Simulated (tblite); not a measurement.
C5H7F3NP.
Atom-mapped SMILES: `[CH3:1][P:2]([CH2:3][CH2:4][C:5]#[N:6])[C:7]([F:8])([F:9])[F:10]` (hydrogens: H11, H12, H13 on C1; H14, H15 on C3; H16, H17 on C4)

Cartesian coordinates in Å at the GFN2-xTB level; atoms count from 1:
```
atom  x, y, z in Å
C1    -1.5974    1.7197   -0.2155
P2    -0.9533    0.2837    0.7420
C3     0.8182    0.3302    0.1711
C4     1.6145   -0.8741    0.6902
C5     3.0165   -0.6940    0.4078
N6     4.1217   -0.5229    0.1745
C7    -1.5512   -1.0197   -0.4964
F8    -2.8894   -1.0491   -0.5301
F9    -1.1368   -2.2514   -0.1635
F10   -1.1379   -0.8090   -1.7585
H11   -2.6863    1.7055   -0.1840
H12   -1.2573    1.6980   -1.2508
H13   -1.2505    2.6327    0.2647
H14    0.8725    0.3902   -0.9202
H15    1.2419    1.2515    0.5835
H16    1.2813   -1.8013    0.2157
H17    1.4866   -0.9779    1.7723
```

All values are computed: GFN2-xTB (tblite) harmonic vibrations without scaling, gas phase. The method is semi-empirical: single wavenumbers can be off by several per cent or more. One conformer, not necessarily the lowest.

Harmonic wavenumbers (cm⁻¹): 33.6, 44.9, 76.4, 113.1, 156.3, 173.5, 186.0, 206.3, 245.1, 303.0, 327.9, 384.2, 409.2, 471.3, 475.2, 510.3, 663.6, 740.8, 745.6, 755.6, 882.7, 889.7, 934.3, 984.4, 1039.2, 1054.6, 1059.2, 1086.6, 1094.0, 1200.2, 1223.6, 1303.3, 1324.2, 1421.4, 1422.5, 1435.5, 1440.0, 2416.3, 2939.8, 2951.2, 2955.1, 2974.2, 2991.5, 3011.0, 3020.6.

A = 1915, B = 649.9, C = 563.6 MHz; mass 169.027 u (most abundant isotopes); point group C1, symmetry number 1.

Task: Zero-point energy?

Result: Half the sum of the wavenumbers: 25038 cm⁻¹ = 71.59 kcal/mol.

Task: Give the ideal-gas entropy at 400 K and 1 bar in the rigid-rotor, harmonic-oscillator model (classical rotation).

Result: Translation 42.77, rotation 31.38, vibration 49.31: S = 123.5 cal/(mol K).

Task: And Cp and H(400 K) − H(0)?

Result: Cp = 51.42 cal/(mol K), of which vibrations give 43.47 (their classical limit is 45 R = 89.4); H(400 K) − H(0) = 12.85 kcal/mol without the zero-point energy, 9.67 from vibrations.

Task: How do the functions run with temperature in this model?

Result: 
```json
{"T (K)": "150", "S (cal/(mol K))": "85.7", "Cp (cal/(mol K))": "28.1", "H − H(0) (kcal/mol)": "2.77", "G − H(0) (kcal/mol)": "-10.10", "ln q(vib)": "4.48"}
{"T (K)": "250", "S (cal/(mol K))": "102.5", "Cp (cal/(mol K))": "38.2", "H − H(0) (kcal/mol)": "6.09", "G − H(0) (kcal/mol)": "-19.54", "ln q(vib)": "7.89"}
{"T (K)": "298.15", "S (cal/(mol K))": "109.6", "Cp (cal/(mol K))": "42.8", "H − H(0) (kcal/mol)": "8.04", "G − H(0) (kcal/mol)": "-24.65", "ln q(vib)": "9.46"}
{"T (K)": "600", "S (cal/(mol K))": "146.8", "Cp (cal/(mol K))": "63.8", "H − H(0) (kcal/mol)": "24.47", "G − H(0) (kcal/mol)": "-63.64", "ln q(vib)": "18.44"}
{"T (K)": "900", "S (cal/(mol K))": "175.1", "Cp (cal/(mol K))": "75.1", "H − H(0) (kcal/mol)": "45.46", "G − H(0) (kcal/mol)": "-112.09", "ln q(vib)": "26.12"}
```

q(vib) and H(0) count from the zero-point level.

Task: Blend soft modes into free rotors: weight 1/[1 + (100 cm⁻¹/ν̃)⁴] for the oscillator and the rest for a rotor with moment μB/(μ + B), μ = h/(8π²ν), B = 10⁻⁴⁴ kg m². What vibrational entropy results?

Result: 44.50 cal/(mol K) in place of 49.31, which changes −T·S at 400 K by +1.92 kcal/mol.

Hindered rotation and anharmonicity are outside this model. Other conformers, if any are populated, would add a mixing term that is left out. The structure is chiral; the term R ln 2 for an equal mix with its mirror image is left out.

The run took 0.44 s of wall time on one thread of an AMD EPYC 9B45, on a shared host. The figure is for the frequency step alone.
